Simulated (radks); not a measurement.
Spin polarisation of the 4p4 shell in Se. Start: [Ar] 3d10 4s2 4p(up 2, down 2); electrons of 4p are moved from spin down to spin up, other shells keep equal spins. All-electron calculation, scalar-relativistic Kohn-Sham, PBE, spin-polarised, spherical densities, point nucleus. Program: a radial shooting solver on a logarithmic mesh with Libxc functionals.

moment (Bohr magnetons),E - E(0) (eV),e(4p up) (eV),e(4p down) (eV),4s down minus up (eV)
0,0.000,-6.511,-6.511,0.000
0.5,-0.047,-6.689,-6.316,0.384
1,-0.187,-6.849,-6.100,0.770
1.5,-0.421,-6.992,-5.863,1.159
2,-0.751,-7.117,-5.605,1.552

At moment 2 the spin-polarisation energy is -0.751 eV and the 4p exchange splitting 1.512 eV, that is 0.756 eV per Bohr magneton; E = -I m^2/4 would give I = 0.751 eV.
